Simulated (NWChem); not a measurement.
System: SiH$_{2}$O$_{2}$ClF; SMILES O[Si](Cl)(F)O

NWChem input:

```
start job
memory heap 200 mb stack 900 mb global 1100 mb
geometry units angstroms noautosym nocenter noautoz
  O      0.299464    -1.016201     1.424162
  Si    -0.017205    -0.325705    -0.025120
  O     -1.501005    -0.783734    -0.515438
  F      1.117608    -0.780278    -1.074805
  Cl     0.044810     1.708233     0.024699
  H      1.184094    -0.929455     1.791368
  H     -1.791365    -1.662530    -0.252061
end
basis spherical
  O library 6-31g*
  Si library 6-31g*
  F library 6-31g*
  Cl library 6-31g*
  H library 6-31g*
end
dft
  xc b3lyp
  iterations 150
end
cosmo
  do_cosmo_smd true
  solvent water
end
task dft energy
```

Parts of the log:

```
             Northwest Computational Chemistry Package (NWChem) 7.3.0
             --------------------------------------------------------

                             Geometry "geometry" -> ""
                             -------------------------

 Output coordinates in angstroms (scale by  1.889725989 to convert to a.u.)

  No.       Tag          Charge          X              Y              Z
 ---- ---------------- ---------- -------------- -------------- --------------
    1 O                    8.0000     0.29946400    -1.01620100     1.42416200
    2 Si                  14.0000    -0.01720500    -0.32570500    -0.02512000
    3 O                    8.0000    -1.50100500    -0.78373400    -0.51543800
    4 F                    9.0000     1.11760800    -0.78027800    -1.07480500
    5 Cl                  17.0000     0.04481000     1.70823300     0.02469900
    6 H                    1.0000     1.18409400    -0.92945500     1.79136800
    7 H                    1.0000    -1.79136500    -1.66253000    -0.25206100

 Effective nuclear repulsion energy (a.u.)     318.9639812815

                                 NWChem DFT Module
                                 -----------------

 Summary of "ao basis" -> "ao basis" (spherical)
 ------------------------------------------------------------------------------
       Tag                 Description            Shells   Functions and Types
 ---------------- ------------------------------  ------  ---------------------
 O                           6-31g*                  6       14   3s2p1d
 Si                          6-31g*                  8       18   4s3p1d
 F                           6-31g*                  6       14   3s2p1d
 Cl                          6-31g*                  8       18   4s3p1d
 H                           6-31g*                  2        2   2s

 in cosmo_initialize ...
 calling solv_data for solv:h2o

 solvent parameters
 solvname_short: h2o
 solvname_long:  water
 dielec:       78.4000
 dielecinf:     1.7769
 aqueous SMD model solvent descriptors
 dielec:       78.4000
 sola:          0.8200

          ---------------
          -cosmo- solvent
          ---------------
 Cosmo: York-Karplus, doi: 10.1021/jp992097l
 dielectric constant -eps-     =  78.40
 screen = (eps-1)/(eps    )    =   0.98724
 surface charge correction     = lagrangian

   van der Waals surface
 --------------------------

 ---------- ATOMIC COORDINATES (A.U.) ------------ VDWR(ANG.) --
     1    0.56590490   -1.92034144    2.69127594     1.520
     2   -0.03251274   -0.61549320   -0.04746992     2.470
     3   -2.83648816   -1.48104251   -0.97403658     1.520
     4    2.11197288   -1.47451161   -2.03108694     1.730
     5    0.08467862    3.22809229    0.04667434     2.380
     6    2.23761320   -1.75641527    3.38519466     1.200
     7   -3.38518900   -3.14172615   -0.47632622     1.200
 number of segments per atom =        128
 number of   points per atom =        128
 atom (   nspa,  nppa )
 ----------------------
    1 (     43,     0 )       0
    2 (     51,     0 )       0
    3 (     43,     0 )       0
    4 (     66,     0 )       0
    5 (     92,     0 )       0
    6 (     59,     0 )       0
    7 (     61,     0 )       0
 number of -cosmo- surface points =      415
 molecular surface =    124.133 angstrom**2
 molecular volume  =    112.427 angstrom**3
 -lineq- algorithm             =   0
 -bem- low  level              =   3
 -bem- from -octahedral-
 gaussian surface charge width =   4.50000
 degree of switching           =   1.00000
 switching function tolerance  =   0.00010
 atomic radii =
 --------------
    1  8.000  1.520
    2 14.000  2.470
    3  8.000  1.520
    4  9.000  1.730
    5 17.000  2.380
    6  1.000  1.200
    7  1.000  1.200
 ...... end of -cosmo- initialization ......

 nat:                     7
 ixmem:                  2814
 calling mnsol_interface()
 G(SMD-CDS) energy (kcal/mol)  =     2.477
 SMD-CDS SASA (angstrom**2)    =   133.936

[...]

                                COSMO-SMD solvation results
                                ---------------------------

             internal energy in gas <Psi(g)|H|Psi(g)> =     -1001.372701672288
         internal energy in solvent <Psi(s)|H|Psi(s)> =     -1001.370629739828
                               delta internal energy  =         0.002071932460 (    1.30 kcal/mol)
   total free energy in solvent <Psi(s)|H+V/2|Psi(s)> =     -1001.391116450206
 polarization energy contribution <Psi(s)|V/2|Psi(s)> =        -0.020486710379 (  -12.86 kcal/mol)
    total free energy in solvent including G(SMD-CDS) =     -1001.387169444705
                       G(SMD-CDS) energy contribution =         0.003947005502 (    2.48 kcal/mol)
     1 M fixed-concentration free energy of solvation =        -0.014467772416 (   -9.08 kcal/mol)

                       DFT Final Molecular Orbital Analysis
                       ------------------------------------

 Vector   27  Occ=2.000000D+00  E=-3.541811D-01
              MO Center= -3.4D-01,  1.2D-01,  2.1D-01, r^2= 3.6D+00
   Bfn.  Coefficient  Atom+Function         Bfn.  Coefficient  Atom+Function
  ----- ------------  ---------------      ----- ------------  ---------------
    67      0.387247  5 Cl px                37     -0.297289  3 O  pz
     5      0.233560  1 O  pz                41     -0.227756  3 O  pz
    69      0.212687  5 Cl pz                71      0.212369  5 Cl px
     3     -0.203497  1 O  px                 9      0.175812  1 O  pz
    35      0.165594  3 O  px                63     -0.151979  5 Cl px

 Vector   28  Occ=2.000000D+00  E=-3.387813D-01
              MO Center= -4.1D-01,  7.4D-01, -1.7D-01, r^2= 3.1D+00
   Bfn.  Coefficient  Atom+Function         Bfn.  Coefficient  Atom+Function
  ----- ------------  ---------------      ----- ------------  ---------------
    67      0.562556  5 Cl px                71      0.303772  5 Cl px
    37      0.286238  3 O  pz                41      0.221264  3 O  pz
    63     -0.219630  5 Cl px                36      0.186664  3 O  py
    35     -0.148301  3 O  px                69     -0.142579  5 Cl pz
    40      0.140325  3 O  py                39     -0.112434  3 O  px

 Vector   29  Occ=2.000000D+00  E=-3.338381D-01
              MO Center=  1.5D-01,  4.8D-01,  5.3D-01, r^2= 3.4D+00
   Bfn.  Coefficient  Atom+Function         Bfn.  Coefficient  Atom+Function
  ----- ------------  ---------------      ----- ------------  ---------------
    69      0.544103  5 Cl pz                 4     -0.386477  1 O  py
     8     -0.294490  1 O  py                73      0.289121  5 Cl pz
    65     -0.211910  5 Cl pz                 5     -0.139832  1 O  pz
     9     -0.107141  1 O  pz                68     -0.101106  5 Cl py
    50      0.084514  4 F  py                 3      0.078649  1 O  px

 Vector   30  Occ=0.000000D+00  E= 2.176238D-02
              MO Center= -9.0D-02, -2.2D-01,  1.1D-01, r^2= 4.7D+00
   Bfn.  Coefficient  Atom+Function         Bfn.  Coefficient  Atom+Function
  ----- ------------  ---------------      ----- ------------  ---------------
    24      1.293132  2 Si s                 38     -0.582732  3 O  s
     6     -0.520183  1 O  s                 72      0.479766  5 Cl py
    70     -0.386393  5 Cl s                 82      0.364538  7 H  s
    20      0.316245  2 Si s                 52     -0.307442  4 F  s
    80      0.297585  6 H  s                 68      0.278871  5 Cl py

 Vector   31  Occ=0.000000D+00  E= 7.519887D-02
              MO Center=  6.7D-02, -5.4D-01,  2.2D-01, r^2= 5.2D+00
   Bfn.  Coefficient  Atom+Function         Bfn.  Coefficient  Atom+Function
  ----- ------------  ---------------      ----- ------------  ---------------
    38      0.678306  3 O  s                 27      0.617379  2 Si pz
    25      0.610696  2 Si px                 6     -0.605960  1 O  s
    82     -0.474180  7 H  s                 80      0.376841  6 H  s
    23      0.261347  2 Si pz                 7     -0.211637  1 O  px
    21      0.203510  2 Si px                 3     -0.163978  1 O  px

 Vector   32  Occ=0.000000D+00  E= 8.767747D-02
              MO Center=  8.7D-03, -3.5D-01,  2.0D-01, r^2= 4.8D+00
   Bfn.  Coefficient  Atom+Function         Bfn.  Coefficient  Atom+Function
  ----- ------------  ---------------      ----- ------------  ---------------
    26      0.617004  2 Si py                25      0.599994  2 Si px
     6      0.559240  1 O  s                 27     -0.481660  2 Si pz
    80     -0.454635  6 H  s                 70     -0.432416  5 Cl s
    72      0.402054  5 Cl py                38      0.363209  3 O  s
    22      0.350993  2 Si py                20      0.325245  2 Si s

     Multipole analysis of the density
     ---------------------------------

     L   x y z        total         alpha         beta         nuclear
     -   - - -        -----         -----         ----         -------
     0   0 0 0     -0.000000    -29.000000    -29.000000     58.000000

     1   1 0 0      0.295385     -0.192244     -0.192244      0.679872
     1   0 1 0     -0.922308     -0.901578     -0.901578      0.880847
     1   0 0 1      0.738316      1.121215      1.121215     -1.504114

     2   2 0 0    -28.537086    -76.105686    -76.105686    123.674287
     2   1 1 0      2.120132     -3.199409     -3.199409      8.518949
     2   1 0 1      2.829005     -1.063697     -1.063697      4.956398
     2   0 2 0    -29.135163   -145.580675   -145.580675    262.026188
     2   0 1 1     -0.462457      1.933663      1.933663     -4.329784
     2   0 0 2    -30.888418    -72.652483    -72.652483    114.416547
```

Level: B3LYP/6-31G* (spherical d), SMD on the gas-phase geometry. All runs use the structure optimised with PBE0/def2-SVP. B3LYP is NWChem's, with the RPA form of VWN correlation. Solvent: water.
